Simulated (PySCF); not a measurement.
**A small calculation by hand: chemical shift, span and skew from a shielding tensor**

Si(H)2(OH)(SeH) (H₄OSeSi), SMILES [SeH][SiH2]O. Atoms are numbered in the order given.

```xyz
7

Si    -1.1860     0.0144     0.3692
O     -1.4229     1.6234     0.7157
Se     0.9153    -0.4190    -0.3738
H     -1.4742    -0.7055     1.6311
H     -2.0447    -0.4740    -0.7457
H     -1.1552     2.2533     0.0377
H      1.5399    -0.0166     0.8911
```
Charge 0, spin multiplicity 1.

Geometry: ωB97X-D3(BJ)/def2-SVP. One conformer was computed; it need not be the lowest.

GIAO shieldings from KT2/pcSseg-1 run with PySCF, non-relativistic, no solvent. The symmetric part of the tensor of Se3 has the principal values 1757.8, 2031.5, 2297.9 ppm. The same nucleus in Me2Se has σ = 1692.1 ppm at this level (PySCF, at its B3LYP-D3(BJ)/def2-TZVP geometry).

Q: Work out the isotropic shielding, the ⁷⁷Se shift against Me2Se, the span and the skew.

A: 
σ(iso) = (σ11 + σ22 + σ33)/3 = 2029.1 ppm. δ = σ(ref) − σ(iso) = 1692.1 − (2029.1) = -337.0 ppm.
Span Ω = σ33 − σ11 = 540.1 ppm. Skew κ = 3(σ(iso) − σ22)/Ω = -0.01. Tumbling in solution averages the tensor to δ; in a static solid the shielding alone would spread this spin-1/2 line over Ω.
